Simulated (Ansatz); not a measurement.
Ansatz (a quantum-chemistry and plane-wave program) input (CCSD(T)/def2-SVPD):

Ansatz 0.2 input:
```yaml
crystal:
  periodic: [false, false, false]
  atoms:
    - {symbol: Ga, position_ang: [-0.00000000, -0.00000000, -0.75169122]}
    - {symbol: Cl, position_ang: [0.00000000, 0.00000000, 1.37073104]}
basis:
  gaussian:
    orbitals: def2-SVPD
total_charge: 1
magnetization: {spin_polarized: true, initial_magnetization: 1}
correlation: {method: ccsd_t, electrons: outside_noble_gas}
output: {forces: true}
```

End of the output:

```
mean field evaluation 16: about -64820.5320 eV, gradient 2.9e-1 eV
mean field evaluation 32: about -64818.4320 eV, gradient 2.0e0 eV
mean field evaluation 64: about -64818.4862 eV, gradient 1.3e-3 eV
mean field evaluation 96: about -64815.6528 eV, gradient 6.8e-4 eV
mean field evaluation 128: about -64816.1280 eV, gradient 5.6e0 eV
mean field -64820.53478975 eV, -2382.1107165869 hartree, gradient 6.1e-6 eV, S^2 0.765046; 3 other end points of the search recorded, 0 dependent functions left out
determinant -64820.53478975 eV, -2382.1107165869 hartree, with singles and doubles -64825.52808297 eV, -2382.2942167280 hartree
determinant -64818.48621475 eV, -2382.0354328441 hartree, with singles and doubles -64823.45283601 eV, -2382.2179528090 hartree
19 core orbitals not correlated
reference -64820.53478975 eV, -2382.1107165869 hartree; 5, 4 occupied and 41, 42 virtual orbitals, 606 factors
densities: 0.18 GiB planned
second order -4.54904183 eV of doubles, -0.00000000 eV of singles
coupled cluster: 0.15 GiB planned
cycle   1  -4.98912835 eV  change   -1.1e-1 eV  update   1.9e-2
cycle   2  -4.99849439 eV  change   -9.4e-3 eV  update   4.8e-3
cycle   3  -4.99958904 eV  change   -1.1e-3 eV  update   2.5e-3
cycle   4  -5.00049337 eV  change   -9.0e-4 eV  update   7.6e-4
cycle   5  -5.00066367 eV  change   -1.7e-4 eV  update   3.8e-4
cycle   6  -5.00083679 eV  change   -1.7e-4 eV  update   1.4e-4
cycle   7  -5.00085888 eV  change   -2.2e-5 eV  update   5.5e-5
cycle   8  -5.00086469 eV  change   -5.8e-6 eV  update   2.6e-5
cycle   9  -5.00086581 eV  change   -1.1e-6 eV  update   8.3e-6
cycle  10  -5.00086599 eV  change   -1.8e-7 eV  update   2.5e-6
cycle  11  -5.00086605 eV  change   -6.4e-8 eV  update   1.0e-6
perturbative correction -0.16552956 eV, -0.0060830993 hartree
the calculation of the forces begins
Total energy: -64825.70118537 eV, -2382.3005781237 hartree
Atom 0 at    -0.000000    -0.000000    -0.751691 Å, force     0.000000    -0.000000    -0.027997 eV/Å
Atom 1 at     0.000000     0.000000     1.370731 Å, force    -0.000000     0.000000     0.027997 eV/Å
Dipole moment:    -0.000000     0.000000    -0.734653 e Å
```
